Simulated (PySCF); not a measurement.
BaCl, SMILES [Cl][Ba], multiplicity 2.

Coordinates come from a PBE0-D3(BJ)/def2-TZVPD optimisation. The spin state was assumed, not searched. The def2 effective core potentials stand for the cores of Ba; spin–orbit coupling is left out.

These are PySCF with PBE/def2-TZVPD values and carry that method's errors.

Isolated molecule, no solvent.

Computed frontier levels, dipole moment and polarisability:
```yaml
"α spin, highest occupied and lowest empty level": -3.17 and -1.92 eV
"β spin, highest occupied and lowest empty level": -6.57 and -2.39 eV
dipole_moment: 4.87 D
mean_static_polarisability: 263.2 bohr³ (39.00 Å³)
polarisability_principal_values: 217.2, 286.1, 286.1 bohr³
"⟨S²⟩": 0.750 (pure state 0.75)
```
